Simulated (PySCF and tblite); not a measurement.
Results of a calculation; reference values are marked as such.
C₄H₉Br, numbered as in [CH3:1][CH:2]([CH3:3])[CH2:4][Br:5].

Level: TPSS-D3(BJ)/def2-TZVP (IEF-PCM, chloroform)//GFN2-xTB, thermal terms from GFN2-xTB, symmetry numbers and mirror pairs counted. Conformers within 2.5 kcal/mol (GFN2-xTB free energy) were kept, 6 at most. GIAO shieldings: B97-2/pcSseg-1 (IEF-PCM, chloroform). Shifts are against TMS (¹H), TMS (¹³C) at the same level. Programs: PySCF with density fitting and tblite.

**Question.** What shifts does this protocol give at 298.15 K under fast conformational exchange?

**Answer.** ¹H: 3.60 (H4, 2H), 1.86 (H2, 1H), 1.11 (H1/H3, 6H) ppm. ¹³C: 56.2 (C4), 37.0 (C2), 22.8 (C1/C3) ppm.

**Question.** How do the conformers differ?

**Answer.** Torsions listed: C1–C2–C4–Br5. Of a mirror pair one member is shown.
| conformer | shape | weight % |
| --- | --- | --- |
| 1 | 171° | 76.1 |
| 2 | -62° | 23.9 |

| signal | 1 | 2 | average |
| --- | --- | --- | --- |
| H1/H3 | 1.10 | 1.12 | 1.11 |
| H2 | 1.78 | 2.12 | 1.86 |
| H4 | 3.50 | 3.91 | 3.60 |
| C1/C3 | 23.1 | 21.9 | 22.8 |
| C2 | 37.8 | 34.4 | 37.0 |
| C4 | 55.5 | 58.5 | 56.2 |

Spin–orbit effects of the heavy atoms on shieldings are missing. At a carbon that bears Br the missing effect is some 10 ppm, beside I tens of ppm. Shifts are unscaled: against experiment ¹³C can be off by 15 ppm or more and ¹H by 0.8 ppm.
